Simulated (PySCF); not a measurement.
The numbers are results of PySCF with PBE0-D3(BJ)/def2-TZVP // PBE0-D3(BJ)/def2-SVP, not measurements. Isolated molecules, 0 K electronic values unless said otherwise. One relaxed conformer stands for a flexible species; it need not be the lowest. Excitations are Tamm–Dancoff values on a coarser integration grid. The basis has no diffuse functions, so Rydberg states are missing or too high.

Reference species (SMILES): `C#Cc1ccc2ccsc2c1B` (neutral, multiplicity 1).

| Quantity | Value |
|---|---|
| LUMO | -2.41 eV |
| brightest of the four lowest singlets (TDA) | 4.84 eV |

Changed species: `Bc1cc(C#C)cc2sccc12`.

Problem. Give the shifts of the LUMO and brightest of the four lowest singlets (TDA).

Solution. the LUMO increases by 0.06 eV, to -2.35 eV; the brightest of the four lowest singlets (TDA) rises by 0.03 eV, to 4.87 eV.
